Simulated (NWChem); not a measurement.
Molecule: CH9NSi2; SMILES NC[SiH2][SiH3]

```xyz
13

N      0.0715     2.7227    -0.0292
C      0.6716     1.4017     0.0253
Si    -0.6780     0.0650     0.0669
Si     0.2522    -2.0919    -0.0322
H     -0.4092     2.8638    -0.9152
H      0.7799     3.4514     0.0345
H      1.2342     1.2976     0.9699
H      1.3972     1.1650    -0.7840
H     -1.5821     0.2473    -1.1158
H     -1.5070     0.1984     1.3043
H      1.1744    -2.3230     1.1245
H      1.0382    -2.2702    -1.2942
H     -0.8199    -3.1346     0.0055
```
Atoms are numbered in this order, from 1.

Results from NWChem. Pople sets run with spherical d functions. The geometry was optimised at PBE0/def2-SVP. No frequency run checked for a minimum. Level: PBE0/6-31+G*; rows give the wavelength of the field.

```tsv
field	isotropic polarisability (bohr³)	anisotropy (bohr³)
static	75.7	24.8
1065 nm	76.6	25.4
589 nm	___	___
```

Task: Complete the blanks.

Result: 
- 589 nm, isotropic polarisability (bohr³): 78.7
- 589 nm, anisotropy (bohr³): 27.0
